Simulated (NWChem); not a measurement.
All runs are NWChem calculations. System: C₂H₆Si₂, charge 0, spin multiplicity 1, displaced from the optimised geometry. The structure started from a generated list of species.

The NWChem input:

```
start mol
memory heap 200 mb stack 800 mb global 1000 mb
geometry units angstroms nocenter noautoz
  C      0.692712     0.000000     1.299584
  C     -0.692712     0.000000     1.299584
  Si    -1.200842     0.000000    -0.568472
  Si     1.200842     0.000000    -0.568472
  H      1.305124     0.000000     2.238255
  H     -1.305124     0.000000     2.238255
  H     -1.968446     1.230870    -1.038574
  H     -1.968446    -1.230870    -1.038574
  H      1.968446    -1.230870    -1.038574
  H      1.968446     1.230870    -1.038574
  symmetry group C2v
end
basis spherical
  * library def2-svp
end
dft
  xc pbe0
  semidirect memsize 60000000 filesize 0
  iterations 100
  convergence nodiis damp 40
end
task dft gradient
```

The output up to the point where the run's verdict is printed (cleaned and shortened):

```
             Northwest Computational Chemistry Package (NWChem) 7.3.0
             --------------------------------------------------------

                                NWChem Input Module
                                -------------------

 Scaling coordinates for geometry "geometry" by  1.889725989
 (inverse scale =  0.529177249)

 Turning off AUTOSYM since
 SYMMETRY directive was detected!

                             Geometry "geometry" -> ""
                             -------------------------

 Output coordinates in angstroms (scale by  1.889725989 to convert to a.u.)

  No.       Tag          Charge          X              Y              Z
 ---- ---------------- ---------- -------------- -------------- --------------
    1 C                    6.0000     0.69271200     0.00000000     1.29958400
    2 C                    6.0000    -0.69271200     0.00000000     1.29958400
    3 Si                  14.0000    -1.20084200     0.00000000    -0.56847200
    4 Si                  14.0000     1.20084200     0.00000000    -0.56847200
    5 H                    1.0000     1.30512400     0.00000000     2.23825500
    6 H                    1.0000    -1.30512400     0.00000000     2.23825500
    7 H                    1.0000    -1.96844600     1.23087000    -1.03857400
    8 H                    1.0000    -1.96844600    -1.23087000    -1.03857400
    9 H                    1.0000     1.96844600    -1.23087000    -1.03857400
   10 H                    1.0000     1.96844600     1.23087000    -1.03857400

 Effective nuclear repulsion energy (a.u.)     191.9847722602

            Nuclear Dipole moment (a.u.)
            ----------------------------
        X                 Y               Z
 ---------------- ---------------- ----------------
     0.0000000000     0.0000000000     0.0000113384

      Symmetry information
      --------------------

 Group name             C2v
 Group number             16
 Group order               4
 No. of unique centers     4

      Symmetry unique atoms

     1    3    5    7


 Summary of "ao basis" -> "" (spherical)
 ------------------------------------------------------------------------------
[...]
 d= 0,ls=0.0         52   -627.4417308593 -9.67D+00  2.56D-01              13.6
 d= 0,ls=0.0         53   -617.7714250041  9.67D+00  2.56D-01              13.8
 d= 0,ls=0.0         54   -627.4417308593 -9.67D+00  2.56D-01              14.0
 d= 0,ls=0.0         55   -617.7714250041  9.67D+00  2.56D-01              14.2
 d= 0,ls=0.0         56   -627.4417308593 -9.67D+00  2.56D-01              14.3
 d= 0,ls=0.0         57   -617.7714250041  9.67D+00  2.56D-01              14.5
 d= 0,ls=0.0         58   -627.4417308593 -9.67D+00  2.56D-01              14.7
 d= 0,ls=0.0         59   -617.7714250041  9.67D+00  2.56D-01              14.9
 d= 0,ls=0.0         60   -627.4417308593 -9.67D+00  2.56D-01              15.1
 d= 0,ls=0.0         61   -617.7714250041  9.67D+00  2.56D-01              15.2
 d= 0,ls=0.0         62   -627.4417308593 -9.67D+00  2.56D-01              15.4
 d= 0,ls=0.0         63   -617.7714250041  9.67D+00  2.56D-01              15.6
 d= 0,ls=0.0         64   -627.4417308593 -9.67D+00  2.56D-01              15.7
 d= 0,ls=0.0         65   -617.7714250041  9.67D+00  2.56D-01              15.9
 d= 0,ls=0.0         66   -627.4417308593 -9.67D+00  2.56D-01              16.1
 d= 0,ls=0.0         67   -617.7714250041  9.67D+00  2.56D-01              16.3
 d= 0,ls=0.0         68   -627.4417308593 -9.67D+00  2.56D-01              16.4
 d= 0,ls=0.0         69   -617.7714250041  9.67D+00  2.56D-01              16.6
 d= 0,ls=0.0         70   -627.4417308593 -9.67D+00  2.56D-01              16.8
 d= 0,ls=0.0         71   -617.7714250041  9.67D+00  2.56D-01              17.0
 d= 0,ls=0.0         72   -627.4417308593 -9.67D+00  2.56D-01              17.1
 d= 0,ls=0.0         73   -617.7714250041  9.67D+00  2.56D-01              17.3
 d= 0,ls=0.0         74   -627.4417308593 -9.67D+00  2.56D-01              17.5
 d= 0,ls=0.0         75   -617.7714250041  9.67D+00  2.56D-01              17.7
 d= 0,ls=0.0         76   -627.4417308593 -9.67D+00  2.56D-01              17.8
 d= 0,ls=0.0         77   -617.7714250041  9.67D+00  2.56D-01              18.0
 d= 0,ls=0.0         78   -627.4417308593 -9.67D+00  2.56D-01              18.2
 d= 0,ls=0.0         79   -617.7714250041  9.67D+00  2.56D-01              18.4
 d= 0,ls=0.0         80   -627.4417308593 -9.67D+00  2.56D-01              18.6
 d= 0,ls=0.0         81   -617.7714250041  9.67D+00  2.56D-01              18.7
 d= 0,ls=0.0         82   -627.4417308593 -9.67D+00  2.56D-01              18.9
 d= 0,ls=0.0         83   -617.7714250041  9.67D+00  2.56D-01              19.1
 d= 0,ls=0.0         84   -627.4417308593 -9.67D+00  2.56D-01              19.3
 d= 0,ls=0.0         85   -617.7714250041  9.67D+00  2.56D-01              19.4
 d= 0,ls=0.0         86   -627.4417308593 -9.67D+00  2.56D-01              19.6
 d= 0,ls=0.0         87   -617.7714250041  9.67D+00  2.56D-01              19.8
 d= 0,ls=0.0         88   -627.4417308593 -9.67D+00  2.56D-01              19.9
 d= 0,ls=0.0         89   -617.7714250041  9.67D+00  2.56D-01              20.1
 d= 0,ls=0.0         90   -627.4417308593 -9.67D+00  2.56D-01              20.3
 d= 0,ls=0.0         91   -617.7714250041  9.67D+00  2.56D-01              20.5
 d= 0,ls=0.0         92   -627.4417308593 -9.67D+00  2.56D-01              20.6
 d= 0,ls=0.0         93   -617.7714250041  9.67D+00  2.56D-01              20.8
 d= 0,ls=0.0         94   -627.4417308593 -9.67D+00  2.56D-01              21.0
 d= 0,ls=0.0         95   -617.7714250041  9.67D+00  2.56D-01              21.2
 d= 0,ls=0.0         96   -627.4417308593 -9.67D+00  2.56D-01              21.4
 d= 0,ls=0.0         97   -617.7714250041  9.67D+00  2.56D-01              21.6
 d= 0,ls=0.0         98   -627.4417308593 -9.67D+00  2.56D-01              21.7
 d= 0,ls=0.0         99   -617.7714250041  9.67D+00  2.56D-01              21.9
 d= 0,ls=0.0        100   -627.4417308593 -9.67D+00  2.56D-01              22.1
```

The run did not converge; its last values are not results. The next line reads: Calculation failed to converge. NWChem stopped with the message: dft gradient failed.
